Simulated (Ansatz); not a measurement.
Mulliken charges of C2HF3Zr (`C#[C][Zr]([F])([F])[F]`) from ωB97M-V/def2-TZVPP in Ansatz (PBE0-D4/def2-TZVP geometry).

```
atom   x (Å)   y (Å)   z (Å)  charge (e)
  C1   1.710  -1.037   0.974      -0.305
  C2   0.776  -0.472   0.442      -0.449
 Zr3  -0.897   0.544  -0.511       1.634
  F4  -2.094  -0.746  -1.201      -0.366
  F5  -0.245   1.628  -1.915      -0.366
  F6  -1.781   1.618   0.769      -0.366
  H7   2.531  -1.535   1.442       0.218
```

Q: By hand: the dipole of these point charges (1 e Å = 4.8032 D).

A: Σ q r = (-0.276, 0.167, -0.157) e Å, of length 0.359 e Å = 1.72 D.

Q: How does the dipole of the full density compare? (Best estimate.)

A: Ansatz gave: (0.214, -0.129, 0.122) e Å, 1.34 D; the point charges give 1.28 times that, at 180° from its direction, so they point the opposite way.

Point charges leave out the atoms' own dipoles, such as those of lone pairs, and Mulliken's split depends on the basis, so the two needn't agree.
